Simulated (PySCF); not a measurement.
A series of substituents X on one scaffold: allyl-X. All species are isolated molecules in the gas phase. One relaxed conformer stands for each flexible species; it need not be the lowest. Strings in code marks are SMILES.

The numbers are results of PBE-D3(BJ)/def2-TZVP // B3LYP-D3(BJ)/def2-TZVP run with PySCF 2.14.0, not measurements. All candidates: neutral, multiplicity 1. Excitations are Tamm–Dancoff values on a coarser integration grid. The basis has no diffuse functions, so Rydberg states are missing or too high.

```
Item                    Value
-------------------  --------
HOMO                 -5.42 eV
T1 excitation (TDA)   3.76 eV
HOMO–LUMO gap         4.01 eV
```

Problem. Name which member has these values.
A) `C=CCO` (C–C–C–O torsion -6°, C–C–O–H torsion -58°)
B) `C=CC[SeH]` (C–C–C–Se torsion -115°, C–C–Se–H torsion 57°)
C) `C=CCC=S` (C–C–C–C torsion -118°, C–C–C–S torsion 126°)
D) `BCC=C`

Solution. B, `C=CC[SeH]` (C–C–C–Se torsion -115°, C–C–Se–H torsion 57°). The others give `C=CCC=S` (C–C–C–C torsion -118°, C–C–C–S torsion 126°): -5.25 eV, 1.83 eV, 2.12 eV; `BCC=C`: -6.15 eV, 3.64 eV, 3.76 eV; `C=CCO` (C–C–C–O torsion -6°, C–C–O–H torsion -58°): -6.25 eV, 4.57 eV, 5.45 eV
